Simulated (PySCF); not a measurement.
Simulation results for GeH₄OSi

Calculation on a computer-drawn molecule: optimised geometry and harmonic frequencies of an isolated molecule of the commonest isotopes, restricted reference for singlets and unrestricted otherwise, frozen core in MP2; on germanium a core potential holds 10 electrons, which the energies leave out, and 3d is frozen in MP2 and coupled-cluster steps. Program: PySCF 2.14.0.

### GeH₄OSi

Start structure:
```xyz
7
GeH4OSi
Si     0.9896    -1.4792     1.8946
O      0.7736     0.1478     1.8384
Ge     0.1288     1.4038     0.7450
H      1.6288    -1.5613     3.2788
H     -0.3724     0.7283    -0.5316
H      1.2760     2.3644     0.4511
H     -1.0077     2.0961     1.4897
```

It was run with charge 0, multiplicity 1, method MP2, basis cc-pV(D+d)Z and basis and core potential on germanium cc-pVDZ-PP ECP10MDF.

The calculation gives: rotational constants 33.82, 2.198, 2.12 GHz; total energy -659.8733 hartree; convergence status largest gradient component 8.574e-06 hartree/bohr.

Drawn bonds:
```
atom  other atom  order
   1           2      1
   2           3      1
   1           4      1
   3           5      1
   3           6      1
   3           7      1
```

Optimised structure:
```xyz
7
GeH4OSi
Si     0.9621    -1.4296     1.8469
O      0.8231     0.2360     1.9703
Ge     0.1323     1.4090     0.7541
H      1.6103    -1.6488     3.2152
H     -0.3390     0.6332    -0.4826
H      1.2596     2.3846     0.4101
H     -1.0317     2.1155     1.4520
```

Modes:
```
frequency (cm⁻¹)  reduced mass (dalton)
              82                  1.523
           153.9                  8.199
           262.4                  1.121
           524.3                   5.39
           643.8                  1.174
           661.2                  1.119
           836.2                  1.627
           897.8                  1.023
           903.2                  1.081
           905.4                  1.066
           978.5                  2.608
            2047                  1.044
            2203                  1.019
            2222                  1.025
            2224                  1.016
```
